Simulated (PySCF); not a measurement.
C₇H₁₂NP.
Atom-mapped SMILES: `[CH3:1][CH2:2][c:3]1[cH:4][n:5]([CH2:6][CH3:7])[cH:8][p:9]1` (hydrogens: H10, H11, H12 on C1; H13, H14 on C2; H15 on C4; H16, H17 on C6; H18, H19, H20 on C7; H21 on C8)

The same species was optimised twice, with GFN2-xTB and with PBE0-D3(BJ)/def2-SVP (PySCF), and the same property calculations (PySCF, gas phase) were run on both structures.

```csv
coordinate,GFN2-xTB,PBE0-D3(BJ)/def2-SVP,change
C4–N5 (Å),1.356,1.369,+0.013
C3–P9 (Å),1.771,1.784,+0.013
N5–C6 (Å),1.441,1.453,+0.012
C8–P9 (Å),1.715,1.725,+0.010
C6–C7 (Å),1.528,1.519,-0.009
C3–C4 (Å),1.365,1.373,+0.008
N5–C8 (Å),1.351,1.357,+0.006
C2–C3 (Å),1.497,1.501,+0.004
C1–C2 (Å),1.529,1.526,-0.003
C1–C2–C3 (°),110.6,113.3,+2.7
N5–C6–C7 (°),111.3,112.9,+1.6
C4–N5–C6 (°),123.7,123.0,-0.7
C2–C3–P9 (°),124.6,125.1,+0.5
C3–P9–C8 (°),88.3,88.8,+0.5
N5–C8–P9 (°),114.2,113.7,-0.5
C4–N5–C8 (°),112.7,113.1,+0.4
C4–C3–P9 (°),111.0,110.6,-0.4
C1–C2–C3–C4 (°),-92,-108,-16
C4–N5–C6–C7 (°),88,86,-2
```

Rotational constants: A = 2343, B = 897.6, C = 735.4 MHz (GFN2-xTB) against A = 2438, B = 855.7, C = 713.9 MHz (PBE0-D3(BJ)/def2-SVP). Point groups within 0.08 Å: C1 and C1.

On the GFN2-xTB structure: HOMO (eV) -6.17 [PBE0/pcSseg-1]; LUMO (eV) -0.04 [PBE0/pcSseg-1]; dipole (D) 3.81 [PBE0/pcSseg-1]; GIAO shielding of C1 (ppm) 161.2 [PBE0/pcSseg-1]; GIAO shielding of C2 (ppm) 158.6 [PBE0/pcSseg-1]; GIAO shielding of C3 (ppm) 24.7 [PBE0/pcSseg-1]; GIAO shielding of C4 (ppm) 56.6 [PBE0/pcSseg-1]; GIAO shielding of N5 (ppm) 56.7 [PBE0/pcSseg-1]; GIAO shielding of C6 (ppm) 136.4 [PBE0/pcSseg-1]; GIAO shielding of C7 (ppm) 165.3 [PBE0/pcSseg-1]; GIAO shielding of C8 (ppm) 29.2 [PBE0/pcSseg-1].

**Question.** What do these properties become on the PBE0-D3(BJ)/def2-SVP structure?

**Answer.** 
```
                                    property          level  on GFN2-xTB  on PBE0-D3(BJ)/def2-SVP  change
                                   HOMO (eV)  PBE0/pcSseg-1        -6.17                    -6.15   +0.02
                                   LUMO (eV)  PBE0/pcSseg-1        -0.04                    -0.10   -0.06
                                  dipole (D)  PBE0/pcSseg-1         3.81                     3.82   +0.01
energy, GFN2-xTB geometry as zero (kcal/mol)  PBE0/pcSseg-1          0.0                     -1.0    -1.0
                  GIAO shielding of C1 (ppm)  PBE0/pcSseg-1        161.2                    161.2     0.0
                  GIAO shielding of C2 (ppm)  PBE0/pcSseg-1        158.6                    157.3    -1.3
                  GIAO shielding of C3 (ppm)  PBE0/pcSseg-1         24.7                     23.3    -1.4
                  GIAO shielding of C4 (ppm)  PBE0/pcSseg-1         56.6                     53.4    -3.2
                  GIAO shielding of N5 (ppm)  PBE0/pcSseg-1         56.7                     53.9    -2.8
                  GIAO shielding of C6 (ppm)  PBE0/pcSseg-1        136.4                    134.7    -1.7
                  GIAO shielding of C7 (ppm)  PBE0/pcSseg-1        165.3                    164.5    -0.8
                  GIAO shielding of C8 (ppm)  PBE0/pcSseg-1         29.2                     25.3    -3.9
```

The heavy atoms differ by 0.105 Å rms after alignment. Among bonds between heavy atoms C3–P9, C4–N5 and N5–C6 change most and about equally (+0.012 to +0.013 Å). Changes are differences of the printed values. Neither structure is proved a minimum here.

Shape of the structure used: `[CH3:1][CH2:2][c:3]1[cH:4][n:5]([CH2:6][CH3:7])[cH:8][p:9]1`: C1–C2–C3–C4 -108°, C4–N5–C6–C7 86°.
